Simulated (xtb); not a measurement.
xtb input (GFN2-xTB):

```bash
xtb mol.xyz --gfn 2 --sp --chrg 1 --uhf 0
```
mol.xyz:
```
3

In     0.00000000     0.00000000     0.00000000
I     -0.00000000    -0.00000000    -2.56752908
I      0.00000000     0.00000000     2.56752908
```

Output:

```
           -------------------------------------------------
          |                Calculation Setup                |
           -------------------------------------------------

           -------------------------------------------------
          |                 G F N 2 - x T B                 |
           -------------------------------------------------

        Reference                      10.1021/acs.jctc.8b01176
      * Hamiltonian:
        H0-scaling (s, p, d)           1.850000    2.230000    2.230000
        zeta-weighting                 0.500000
      * Dispersion:
        s8                             2.700000
        a1                             0.520000
        a2                             5.000000
        s9                             5.000000
      * Repulsion:
        kExp                           1.500000    1.000000
        rExp                           1.000000
      * Coulomb:
        alpha                          2.000000
        third order                    shell-resolved
        anisotropic                    true
        a3                             3.000000
        a5                             4.000000
        cn-shift                       1.200000
        cn-exp                         4.000000
        max-rad                        5.000000

          ...................................................
          :                      SETUP                      :
          :.................................................:
          :  # basis functions                  30          :
          :  # atomic orbitals                  27          :
          :  # shells                            9          :
          :  # electrons                        16          :
          :  max. iterations                   250          :
          :  Hamiltonian                  GFN2-xTB          :
          :  restarted?                      false          :
          :  GBSA solvation                  false          :
          :  PC potential                    false          :
          :  electronic temp.          300.0000000     K    :
          :  accuracy                    1.0000000          :
          :  -> integral cutoff          0.2500000E+02      :
          :  -> integral neglect         0.1000000E-07      :
          :  -> SCF convergence          0.1000000E-05 Eh   :
          :  -> wf. convergence          0.1000000E-03 e    :
          :  Broyden damping             0.4000000          :
          :  net charge                          1          :
          :  unpaired electrons                  0          :
          ...................................................

 iter      E             dE          RMSdq      gap      omega  full diag
   1     -8.4866612 -0.848666E+01  0.588E+01    2.47       0.0  T
   2     -8.4937166 -0.705539E-02  0.289E+01    2.51       1.0  T
   3     -8.4895519  0.416472E-02  0.183E+01    2.29       1.0  T
   4     -8.4949110 -0.535910E-02  0.104E+01    2.32       1.0  T
   5     -8.4972176 -0.230662E-02  0.158E+00    2.39       1.0  T
   6     -8.4972637 -0.460255E-04  0.559E-01    2.37       1.0  T
   7     -8.4972856 -0.219290E-04  0.412E-02    2.37       1.4  T
   8     -8.4972857 -0.133479E-06  0.350E-02    2.37       1.6  T
   9     -8.4972858 -0.627219E-07  0.962E-03    2.37       6.0  T
  10     -8.4972858 -0.194558E-08  0.166E-03    2.37      34.8  T
  11     -8.4972858 -0.746461E-10  0.461E-04    2.37     125.2  T
  12     -8.4972858 -0.365930E-12  0.113E-05    2.37    5126.2  T

   *** convergence criteria satisfied after 12 iterations ***

         #    Occupation            Energy/Eh            Energy/eV
      -------------------------------------------------------------
         1        2.0000           -0.9724965             -26.4630
         2        2.0000           -0.9717531             -26.4427
         3        2.0000           -0.8064711             -21.9452
         4        2.0000           -0.6798787             -18.5004
         5        2.0000           -0.6586761             -17.9235
         6        2.0000           -0.6586761             -17.9235
         7        2.0000           -0.6545387             -17.8109
         8        2.0000           -0.6545387             -17.8109 (HOMO)
         9                         -0.5675242             -15.4431 (LUMO)
        10                         -0.3887733             -10.5791
        11                         -0.3887733             -10.5791
        12                         -0.2923174              -7.9544
        13                         -0.2923174              -7.9544
       ...                                ...                  ...
        27                          1.4381120              39.1330
      -------------------------------------------------------------
                  HL-Gap            0.0870145 Eh            2.3678 eV
             Fermi-level           -0.6110314 Eh          -16.6270 eV

 SCC (total)                   0 d,  0 h,  0 min,  0.006 sec
 SCC setup                      ...        0 min,  0.000 sec (  3.703%)
 Dispersion                     ...        0 min,  0.000 sec (  0.627%)
 classical contributions        ...        0 min,  0.000 sec (  0.402%)
 integral evaluation            ...        0 min,  0.001 sec ( 17.244%)
 iterations                     ...        0 min,  0.003 sec ( 51.010%)
 molecular gradient             ...        0 min,  0.001 sec ( 23.257%)
 printout                       ...        0 min,  0.000 sec (  3.478%)

         :::::::::::::::::::::::::::::::::::::::::::::::::::::
         ::                     SUMMARY                     ::
         :::::::::::::::::::::::::::::::::::::::::::::::::::::
         :: total energy              -8.466875141653 Eh    ::
         :: gradient norm              0.056480604761 Eh/a0 ::
         :: HOMO-LUMO gap              2.367784943220 eV    ::
         ::.................................................::
         :: SCC energy                -8.497285988519 Eh    ::
         :: -> isotropic ES            0.118219091501 Eh    ::
         :: -> anisotropic ES          0.003228661474 Eh    ::
         :: -> anisotropic XC         -0.002071275080 Eh    ::
         :: -> dispersion             -0.002526044719 Eh    ::
         :: repulsion energy           0.030410846865 Eh    ::
         :: add. restraining           0.000000000000 Eh    ::
         :: total charge               1.000000000000 e     ::
         :::::::::::::::::::::::::::::::::::::::::::::::::::::

           -------------------------------------------------
          |                Property Printout                |
           -------------------------------------------------

    * Orbital Energies and Occupations

         #    Occupation            Energy/Eh            Energy/eV
      -------------------------------------------------------------
         1        2.0000           -0.9724965             -26.4630
         2        2.0000           -0.9717531             -26.4427
         3        2.0000           -0.8064711             -21.9452
         4        2.0000           -0.6798787             -18.5004
         5        2.0000           -0.6586761             -17.9235
         6        2.0000           -0.6586761             -17.9235
         7        2.0000           -0.6545387             -17.8109
         8        2.0000           -0.6545387             -17.8109 (HOMO)
         9                         -0.5675242             -15.4431 (LUMO)
        10                         -0.3887733             -10.5791
        11                         -0.3887733             -10.5791
        12                         -0.2923174              -7.9544
        13                         -0.2923174              -7.9544
Note: The following floating-point exceptions are signalling: IEEE_DENORMAL
normal termination of xtb
        14                         -0.2601563              -7.0792
        15                         -0.2517997              -6.8518
        16                         -0.2517997              -6.8518
        17                         -0.2294321              -6.2432
        18                         -0.2294321              -6.2432
        19                         -0.1998853              -5.4392
       ...                                ...                  ...
        27                          1.4381120              39.1330
      -------------------------------------------------------------
                  HL-Gap            0.0870145 Eh            2.3678 eV
             Fermi-level           -0.6110314 Eh          -16.6270 eV

     #   Z          covCN         q      C6AA      α(0)
     1  49 In       1.709     0.482   355.601    42.139
     2  53 I        0.854     0.259   353.346    32.450
     3  53 I        0.854     0.259   353.346    32.450

 Mol. C6AA /au·bohr⁶  :       3159.614779
 Mol. C8AA /au·bohr⁸  :     344471.761264
 Mol. α(0) /au        :        107.038859

Wiberg/Mayer (AO) data.
largest (>0.10) Wiberg bond orders for each atom

 ---------------------------------------------------------------------------
     #   Z sym  total        # sym  WBO       # sym  WBO       # sym  WBO
 ---------------------------------------------------------------------------
     1  49 In   2.384 --     2 I    1.192     3 I    1.192
     2  53 I    1.649 --     1 In   1.192     3 I    0.457
     3  53 I    1.649 --     1 In   1.192     2 I    0.457
 ---------------------------------------------------------------------------

Topologies differ in total number of bonds
Writing topology from bond orders to xtbtopo.mol

molecular dipole:
                 x           y           z       tot (Debye)
 q only:        0.000       0.000      -0.000
   full:        0.000       0.000      -0.000       0.000
molecular quadrupole (traceless):
                xx          xy          yy          xz          yz          zz
 q only:       -6.097       0.000      -6.097       0.000       0.000      12.195
  q+dip:       -0.104       0.000      -0.104      -0.000      -0.000       0.207
   full:        2.496       0.000       2.496      -0.000      -0.000      -4.991

           -------------------------------------------------
          | TOTAL ENERGY               -8.466875141653 Eh   |
          | GRADIENT NORM               0.056480604761 Eh/α |
          | HOMO-LUMO GAP               2.367784943220 eV   |
           -------------------------------------------------

------------------------------------------------------------------------
------------------------------------------------------------------------
 total:
 SCF:
```
